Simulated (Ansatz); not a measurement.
Born–Oppenheimer molecular dynamics of C2H3SSi (7 atoms, charge -1, multiplicity 1). It starts at the highest image of a converged band. Of that band: Neighbouring images differ by up to 1.4 eV, so the band resolves the path poorly. A vibrational analysis at the climbing image gives one clearly imaginary mode, 1263i cm⁻¹: a first-order saddle point.

Level of theory: Ansatz 0.2.0, RKS B3LYP-D4/def2-SVP.

```
ensemble                      : NVE (velocity Verlet)
time step                     : 0.5 fs
steps asked                   : 200
starting velocities drawn for : 100 K
seed                          : 11922
```

First frame:

```xyz
7
Properties=species:S:1:pos:R:3
C 0.400 0.978 0.083
C -0.155 0.050 -0.785
Si 0.122 -1.763 -1.052
S -1.005 -2.508 0.532
H 0.016 2.020 0.184
H -0.718 0.387 0.365
H 1.340 0.836 0.674
```

(1) What does the run give?

(2) What happens to the structure?

(3) How do temperature and energy run in time?

Results:

(1) All steps were run.

| Property | Result |
| --- | --- |
| steps done | 200 |
| time covered | 100 fs |
| mean temperature over the second half | 741 K |
| spread of the potential energy over the second half | 27.3 meV per atom |
| mean potential energy of the second half above the start | -59.2 meV per atom |

The conserved energy stayed within 0.089 meV per atom of its start (net change -0.044 meV per atom), so the integration is sound. The kinetic energy rose, since the run started high on the potential surface and went downhill. A run of 0.1 ps of so small a system gives no equilibrium averages. The orbitals stay closed-shell, which can raise the energy where a bond breaks towards radicals; this wasn't checked here. Limits of this set-up: an anion without diffuse functions.

(2) Between its relaxed ends the band would form C2–H6 and break C1–H6. These pairs go: C2–H6 1.32 → 2.01 Å, C1–H6 1.30 → 1.11 Å. In the last frame they stand as before the step (other bonds may differ from the relaxed reactants and products). It ends as one piece, C2H3SSi (total charge -1). Pairs count as bonded within 1.25 times the sum of covalent radii (0.12 Å more for H–H). The details hang on the random start.

(3) 
```
time (fs)  T (K)  potential energy less start (eV)  conserved less start (meV/atom)
        0    100                             0.000                             0.00
        3     76                             0.015                             0.01
        6     41                             0.038                             0.02
        9     42                             0.037                             0.02
       12     89                             0.007                             0.01
       15    166                            -0.042                             0.01
       18    291                            -0.123                             0.02
       21    480                            -0.246                            -0.01
       24    631                            -0.344                            -0.03
       27    678                            -0.374                            -0.03
       30    605                            -0.327                            -0.04
       33    416                            -0.205                            -0.03
       36    197                            -0.063                             0.02
       39    192                            -0.059                             0.02
       42    417                            -0.205                             0.00
       45    733                            -0.410                            -0.06
       48    837                            -0.476                            -0.06
       51    698                            -0.387                            -0.05
       54    407                            -0.198                             0.02
       57    252                            -0.098                             0.02
       60    285                            -0.119                             0.01
       63    433                            -0.215                            -0.02
       66    598                            -0.322                             0.01
       69    849                            -0.484                            -0.04
       72    993                            -0.578                            -0.09
       75    846                            -0.483                            -0.06
       78    539                            -0.283                             0.03
       81    498                            -0.257                             0.04
       84    803                            -0.455                            -0.04
       87   1080                            -0.634                            -0.06
       90   1177                            -0.697                            -0.09
       93   1036                            -0.605                            -0.01
       96    994                            -0.578                            -0.01
       99   1136                            -0.670                            -0.04
```

Run time: 7.7 min on 1 thread of Arm Neoverse V2, with other jobs on the host, peak memory 0.15 GiB.
